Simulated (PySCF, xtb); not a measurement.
H2O2Pb, SMILES [OH][Pb][OH] (connectivity only; charge and spin as stated), neutral, multiplicity 1. One conformer was computed; it need not be the lowest.

Harmonic wavenumbers (cm⁻¹) from GFN2-xTB (xtb 6.7.1) at its own minimum, in rising order: 113, 300, 349, 373, 471, 572, 650, 3716, 3728.

Problem. What does PySCF 2.14.0 with B3LYP-D3(BJ)/def2-TZVP give at its own minimum? (The exact figures need the calculation; the answer reports its results.)

Solution. 157, 328, 445, 508, 540, 688, 767, 3782, 3816. Paired by order, the mean absolute difference is 84 cm⁻¹ and the zero-point energies are 14.7 and 15.8 kcal/mol.
